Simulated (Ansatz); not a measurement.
Input file for Ansatz (a first-principles code): U-PBE/cc-pVTZ on aminoborane (SMILES BN), a point of a bond scan (R = 1.762 Å).

Ansatz 0.2 input:
```yaml
crystal:
  periodic: [false, false, false]
  atoms:
    - {symbol: B, position_ang: [-0.77598333, 0.04477233, -0.00303336]}
    - {symbol: N, position_ang: [0.60927771, -0.03515382, 0.00238170]}
    - {symbol: H, position_ang: [-1.41381575, -0.96287333, -0.03105655]}
    - {symbol: H, position_ang: [-1.29389237, 1.11910141, 0.02047198]}
    - {symbol: H, position_ang: [1.66004108, 1.37876598, 0.04253216]}
    - {symbol: H, position_ang: [1.11296685, -0.90681330, -0.01624534]}
basis:
  gaussian:
    orbitals: cc-pVTZ
hamiltonian:
  xc: {name: PBE}
magnetization: {spin_polarized: true, initial_magnetization: 0}
```

Program output:

```
WARN ansatz: RAYON_NUM_THREADS=1 ignored (pool sized by the plan → 1); use --threads N
Functional definition: PBE
integrals: 0.02 GiB planned
627 factors; their error is unknown
mean field: 0.32 GiB planned
mean field evaluation 1: about -2214.6370 eV, gradient 4.8e1 eV
mean field evaluation 2: about -2167.5092 eV, gradient 9.0e1 eV
mean field evaluation 4: about -2225.1057 eV, gradient 1.4e1 eV
mean field evaluation 8: about -2226.5425 eV, gradient 8.6e-2 eV
mean field evaluation 16: about -2226.5301 eV, gradient 1.7e-4 eV
mean field -2226.53011293 eV, -81.8234724540 hartree, gradient 1.9e-5 eV, S^2 0.000000; 1 other end points of the search recorded, 0 dependent functions left out
reference -2226.53014923 eV, -81.8234737877 hartree; 8, 8 occupied and 108, 108 virtual orbitals, 627 factors
Total energy: -2226.53014923 eV, -81.8234737877 hartree
```

The run converged.

Cost: around 1.2 core-seconds (rough).
